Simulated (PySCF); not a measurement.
C2H12N2Si2, SMILES CN([SiH2]N[SiH3])C, singlet at its GFN2-xTB optimised geometry (Å):

```
18

Si    -0.7671     1.0827     1.3383
N     -0.6457    -0.0011     0.0000
Si     0.0501    -1.5848     0.0000
N     -0.3931    -2.2792    -1.5091
C     -1.7452    -2.2031    -2.0048
C      0.3006    -3.4359    -2.0090
H     -1.5174     2.2369     0.8393
H      0.5491     1.5062     1.8316
H     -1.4835     0.3852     2.4036
H     -0.6692     0.4357    -0.9077
H      1.5174    -1.5848     0.0000
H     -0.4629    -2.2369     1.2124
H     -1.7368    -2.1179    -3.0963
H     -2.2397    -1.3321    -1.5842
H     -2.3247    -3.0962    -1.7389
H      1.3266    -3.4299    -1.6525
H     -0.1742    -4.3702    -1.6827
H      0.3058    -3.4231    -3.1030
```

Computed with PBE0/def2-SVP run with PySCF. Cells within 0.4 Å of a nucleus heavier than hydrogen are left out (blank, or x).

Map of the electron localisation function on the plane z = 1.0 Å:

```
|00000000000000000000000000000|
|00000000000000000000000000000|
|00000001243100000000000000000|
|00000027999620000000000000000|
|00000289999951000000000000000|
|00000699999972000110000000000|
|00001799999983123442000000000|
|00001799999983357875100000000|
|00001499999963589997300000000|
|00000258996000689998400000000|
|00000013650560388886200000000|
|000000012106x0255442000000000|
|00000000120000331000000000000|
|00000000124446420000000000000|
|00000000124566420000000000000|
|00000000012333210000000000000|
|00000000001112210012331000000|
|00000000000011111257875000000|
|00000000000245422479997200000|
|00000000014899963479997200000|
|00000000159999984368997200000|
|00000000389999994236774000000|
|00000000489999993112331000000|
|00000000279999982000000000000|
|00000000148999851000000000000|
|00000000014677510000000000000|
|00000000000122100000000000000|
|00000000000000000000000000000|
|00000000000000000000000000000|
```
Scale: ten equal steps from 0.000 (start of '0') to 1.000 (end of '9'), in the order '0123456789'; x runs from -4.50 to 4.50, y from -4.50 (bottom) to 4.50 (top).
